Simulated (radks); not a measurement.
The chlorine ion Cl+ inside a hard spherical wall (all orbitals vanish at R), configuration held at [Ne] 3s2 3p4 and not refilled when levels cross. Method: non-relativistic Kohn-Sham, LDA (Slater exchange, VWN5 correlation), spin-polarised, spherical densities, point nucleus; open shells are filled with parallel spins first; computed with a radial shooting solver on a logarithmic mesh with Libxc functionals. Eigenvalues in eV for spin up, with the zero of energy where the potential of the charges vanishes at infinity; a dash marks a level that is unbound or too diffuse for the functional's potential to be trusted. A positive occupied level is held by the wall or, in an anion where self-interaction has pushed it up, behind a barrier. The pressure on the wall is -dE/dV.

| R (bohr) | E (hartree) | kinetic (hartree) | e(2s) | e(2p) | e(3s) | e(3p) | e(4s, empty) | e(3d, empty) | pressure (GPa) |
|---|---|---|---|---|---|---|---|---|---|
| free | -458.18456 | 457.313 | -262.89 | -204.52 | -32.740 | -20.314 | -5.700 | -4.531 | 0 |
| 12 | -458.18456 | 457.313 | -262.89 | -204.52 | -32.740 | -20.314 | -5.693 | -4.529 | < 0.0001 |
| 10 | -458.18456 | 457.313 | -262.89 | -204.52 | -32.740 | -20.314 | -5.651 | -4.516 | < 0.0001 |
| 8 | -458.18455 | 457.313 | -262.89 | -204.52 | -32.739 | -20.313 | -5.392 | -4.446 | 0.00108 |
| 7 | -458.18444 | 457.314 | -262.88 | -204.51 | -32.733 | -20.307 | -4.939 | -4.328 | 0.0125 |
| 6 | -458.18352 | 457.325 | -262.82 | -204.46 | -32.695 | -20.267 | -3.804 | -4.034 | 0.145 |
| 5 | -458.17583 | 457.395 | -262.50 | -204.13 | -32.477 | -20.029 | -0.797 | -3.232 | 1.72 |
| 4 | -458.11370 | 457.829 | -260.87 | -202.48 | -31.384 | -18.778 | 7.973 | -0.768 | 21.6 |
| 2 | -453.04152 | 475.905 | -224.96 | -165.65 | 5.234 | 22.058 | 165.36 | 44.194 | 6960 |
| 1.5 | -440.70399 | 508.501 | -187.26 | -126.10 | 77.910 | 95.363 | 395.23 | 104.94 | 47700 |
